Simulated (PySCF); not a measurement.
SnH4: breathing scan

Computed with PySCF, r2SCAN, basis Sn def2-TZVP with ECP28, H def2-TZVP (scalar-relativistic core potentials, no spin–orbit coupling, density fitting).

Rigid scan from the singlet minimum (Sn–H 1.702 Å (×4); H–Sn–H 109.5° (×6)). Coordinate: all bonds to the central atom scaled together. Energies in kJ/mol from the minimum.

| scale of all bonds to the centre | E (kJ/mol) |
| --- | --- |
| 0.88 | 152.5 |
| 0.92 | 61.2 |
| 0.96 | 13.9 |
| 1.00 | 0.0 |
| 1.04 | 11.4 |
| 1.08 | 41.6 |
| 1.14 | 111.3 |
| 1.22 | 231.0 |
| 1.35 | 446.3 |

At long bonds a restricted determinant can lie too high, and another spin state can fall below this curve.
